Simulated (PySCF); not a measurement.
Ground-state electric properties of a mixed set of molecules.

All values: PBE0/def2-SVPD (PySCF) at GFN2-xTB geometries, gas phase, one conformer each. Core orbitals are frozen in the response; Δα² is half the sum of the squared differences of the principal polarisabilities.

Problem. Rank by mean static polarisability, highest first.
A. `C=C(C)[SiH2]N[SiH2]O`
B. `CC(C)[C@@H]1COC1=O`
C. `O=C(O)C#CC[SiH3]`
D. `CC/C=C(\C)C(=O)O`
E. `COCOCCC#C`

Solution. A (14.65 Å³), C (12.76 Å³), D (12.26 Å³), E (11.93 Å³), B (11.12 Å³).

Problem. Rank by dipole moment, lowest first.
A. `[O:1]=[C:2]([OH:3])[C:4]#[C:5][CH2:6][SiH3:7]` with O1–C2–O3–H 0°
B. `[CH:1]#[C:2][CH2:3][CH2:4][O:5][CH2:6][O:7][CH3:8]` with C2–C3–C4–O5 73°, C3–C4–O5–C6 -178°, C4–O5–C6–O7 -67°, O5–C6–O7–C8 -67°
C. `[CH3:1][CH:2]([CH3:3])[C@@H:4]1[CH2:5][O:6][C:7]1=[O:8]` with C1–C2–C4–C5 166° (alpha-isopropyl-beta-propiolactone)
D. `[CH2:1]=[C:2]([CH3:3])[SiH2:4][NH:5][SiH2:6][OH:7]` with C1–C2–Si4–N5 -17°, C2–Si4–N5–Si6 169°, Si4–N5–Si6–O7 27°, N5–Si6–O7–H 46°
E. `[CH2:1]=[CH:2][C:3](=[O:4])[O:5][CH2:6][CH2:7][CH3:8]` with C1–C2–C3–O4 0°, C2–C3–O5–C6 179°, C3–O5–C6–C7 -107°, O5–C6–C7–C8 66°
F. `[CH3:1][CH2:2]/[CH:3]=[C:4](\[CH3:5])[C:6](=[O:7])[OH:8]` with C1–C2–C3–C4 113°, C3–C4–C6–O7 178°, C4–C6–O8–H 180° (trans-2-methyl-2-pentenoic acid)

Solution. B (0.82 D), E (1.67 D), D (2.00 D), F (2.65 D), A (2.87 D), C (4.30 D).

Problem. Rank by polarisability anisotropy Δα, lowest first.
A. `[CH3:1][CH:2]([CH3:3])[C@@H:4]1[CH2:5][O:6][C:7]1=[O:8]` with C1–C2–C4–C5 166° (alpha-isopropyl-beta-propiolactone)
B. `[CH3:1][CH2:2]/[CH:3]=[C:4](\[CH3:5])[C:6](=[O:7])[OH:8]` with C1–C2–C3–C4 113°, C3–C4–C6–O7 178°, C4–C6–O8–H 180°
C. `[CH2:1]=[CH:2][C:3](=[O:4])[O:5][CH2:6][CH2:7][CH3:8]` with C1–C2–C3–O4 0°, C2–C3–O5–C6 179°, C3–O5–C6–C7 -107°, O5–C6–C7–C8 66° (n-propyl acrylate)
D. `[CH2:1]=[C:2]([CH3:3])[SiH2:4][NH:5][SiH2:6][OH:7]` with C1–C2–Si4–N5 -17°, C2–Si4–N5–Si6 169°, Si4–N5–Si6–O7 27°, N5–Si6–O7–H 46°
E. `[O:1]=[C:2]([OH:3])[C:4]#[C:5][CH2:6][SiH3:7]` with O1–C2–O3–H 0°

Solution. A (3.01 Å³), D (4.83 Å³), C (5.51 Å³), B (6.32 Å³), E (8.64 Å³).

All values together:

| SMILES | formula | μ (D) | HOMO (eV) | LUMO (eV) | α (Å³) | Δα (Å³) | electrons | α per electron (Å³) |
| --- | --- | --- | --- | --- | --- | --- | --- | --- |
| C=CC(=O)OCCC | C6H10O2 | 1.67 | -8.13 | -1.40 | 11.97 | 5.51 | 62 | 0.193 |
| C#CCCOCOC | C6H10O2 | 0.82 | -7.72 | 0.59 | 11.93 | 4.62 | 62 | 0.192 |
| CC(C)[C@@H]1COC1=O | C6H10O2 | 4.30 | -8.06 | 0.01 | 11.12 | 3.01 | 62 | 0.179 |
| O=C(O)C#CC[SiH3] | C4H6O2Si | 2.87 | -7.97 | -1.25 | 12.76 | 8.64 | 60 | 0.213 |
| C=C(C)[SiH2]N[SiH2]O | C3H11NOSi2 | 2.00 | -7.39 | -0.27 | 14.65 | 4.83 | 72 | 0.204 |
| CC/C=C(\C)C(=O)O | C6H10O2 | 2.65 | -7.53 | -1.22 | 12.26 | 6.32 | 62 | 0.198 |

Conformers: `[CH2:1]=[CH:2][C:3](=[O:4])[O:5][CH2:6][CH2:7][CH3:8]` with C1–C2–C3–O4 0°, C2–C3–O5–C6 179°, C3–O5–C6–C7 -107°, O5–C6–C7–C8 66°; `[CH:1]#[C:2][CH2:3][CH2:4][O:5][CH2:6][O:7][CH3:8]` with C2–C3–C4–O5 73°, C3–C4–O5–C6 -178°, C4–O5–C6–O7 -67°, O5–C6–O7–C8 -67°; `[CH3:1][CH:2]([CH3:3])[C@@H:4]1[CH2:5][O:6][C:7]1=[O:8]` with C1–C2–C4–C5 166°; `[O:1]=[C:2]([OH:3])[C:4]#[C:5][CH2:6][SiH3:7]` with O1–C2–O3–H 0°; `[CH2:1]=[C:2]([CH3:3])[SiH2:4][NH:5][SiH2:6][OH:7]` with C1–C2–Si4–N5 -17°, C2–Si4–N5–Si6 169°, Si4–N5–Si6–O7 27°, N5–Si6–O7–H 46°; `[CH3:1][CH2:2]/[CH:3]=[C:4](\[CH3:5])[C:6](=[O:7])[OH:8]` with C1–C2–C3–C4 113°, C3–C4–C6–O7 178°, C4–C6–O8–H 180°.

Problem. How closely does the mean polarisability follow the number of electrons in this set?

Solution. The correlation coefficient is 0.82; α per electron runs from 0.179 to 0.213 Å³.
